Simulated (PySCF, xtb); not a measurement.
BCl2, SMILES Cl[B+]Cl, charge +1.

xtb with GFN2-xTB at its own geometry gives an orbital gap of 5.47 eV.

The structure is a stationary point at B3LYP-D3(BJ)/def2-TZVP.

Task: What does r2SCAN/def2-TZVPD (PySCF) give? (Estimate from the structure and the level; the computed values follow.)

Result: gap 7.00 eV (levels -16.01 and -9.01 eV).
